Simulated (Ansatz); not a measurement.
One change: `C[SiH]([SiH3])CF` becomes `FC[SiH]([SiH3])S`.

Ansatz, PBE0-D4/def2-TZVP geometries, multiplicity 1. Each molecule was computed in one conformer, which needn't be the lowest.

```csv
property,`C[SiH]([SiH3])CF`
HOMO energy (B3LYP/def2-TZVPP) / eV,-7.78
HOMO–LUMO gap (PBE/def2-TZVPP) / eV,6.16
size of the dipole moment (B3LYP/def2-TZVPP) / D,1.61
HOMO–LUMO gap (ωB97M-V/def2-TZVPP) / eV,11.90
HOMO–LUMO gap (B3LYP/def2-TZVPP) / eV,7.81
size of the dipole moment (PBE/def2-TZVPP) / D,1.51
```

(1) What does the change do to each property? (An estimate is asked.)

## Answers

(1) Computed: 
```
                                        property  `FC[SiH]([SiH3])S`  shift
             HOMO energy (B3LYP/def2-TZVPP) / eV               -7.21   0.57
             HOMO–LUMO gap (PBE/def2-TZVPP) / eV                4.89  -1.27
size of the dipole moment (B3LYP/def2-TZVPP) / D                1.01  -0.60
         HOMO–LUMO gap (ωB97M-V/def2-TZVPP) / eV               10.84  -1.06
           HOMO–LUMO gap (B3LYP/def2-TZVPP) / eV                6.54  -1.27
  size of the dipole moment (PBE/def2-TZVPP) / D                0.91  -0.60
```

With PBE0 the HOMO rises by 0.53 eV and the LUMO falls by 0.74 eV, so the gap narrows by about 1.27 eV. PBE moves the HOMO by 0.51 eV and ωB97M-V by 0.48 eV. Dipoles are sizes alone; their direction can turn.

B3LYP here is the variant with VWN-RPA as its local correlation; programs differ in this.
